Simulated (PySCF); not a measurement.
Identify the compound

Molecular formula: C7H10Si. Simulated spectra:

1H NMR (300 MHz, computed): δ 5.18 (s, 2H), 4.55 (q, 2H), 1.94 (s, 3H), 0.28 (t, 3H).

13C{1H} NMR (computed): δ 231.1, 110.0, 100.4, 90.4, 79.9, 22.6, -4.7.

Theoretical values (PySCF 2.14.0 with density-fitted response routines): GFN2-xTB structure, σ from GIAO-PBE0/pcSseg-1. One computed conformer, one averaged value for each set of equivalent atoms, gas phase, relativity neglected.

Shifts are taken against calculated references (same method and geometry level): TMS for 1H (σ = 31.72 ppm) and 13C (σ = 186.93 ppm).

Question: Propose a structure and justify it.

Answer: 
- Rings plus π bonds: 4 (no ring in the answer).
- 7 carbon signals for 7 carbons: no two carbons are equivalent.
- Carbon types of the structure: 4 × C, 1 × CH2, 2 × CH3, leaving 2 H on heteroatoms.
- δC 231.1: central carbon of an allene; the central sp carbon of an allene is among the most deshielded carbons of hydrocarbons.
- δC 110.0, 100.4: alkyne carbon.
- δC 90.4, 79.9: terminal carbon of a cumulated C=C=C unit.
- δC 22.6: allylic methyl carbon; aliphatic region, no heteroatom directly attached.
- δC -4.7: methyl carbon bonded to Si; an electropositive neighbour leaves it electron-rich and shielded.
- δH 5.18: hydrogen on a terminal carbon of a cumulated C=C=C unit; attached to an sp2 carbon and in the plane of the double bond.
- δH 0.28: hydrogen on a methyl carbon bonded to Si; an electropositive neighbour shields it, as in TMS itself.

The compound is SMILES C(=C=C)(C)C#C[SiH2]C.

This is the structure that produced the data.

Shifts are as computed. Against solution values, carbons near 30 ppm lie about +3 ppm off and those near 130 ppm about +5 ppm. Of 1309 compounds with measured shifts, 239 miss one by over three times the rms of a fit or turn the order of signals round; such compounds aren't used in these exercises. No couplings were computed; multiplicities are counted from neighbouring protons, with m where these are inequivalent, close in shift, in a saturated or five-membered ring or joined by F or P, and br s for small geminal =CH2 splittings.
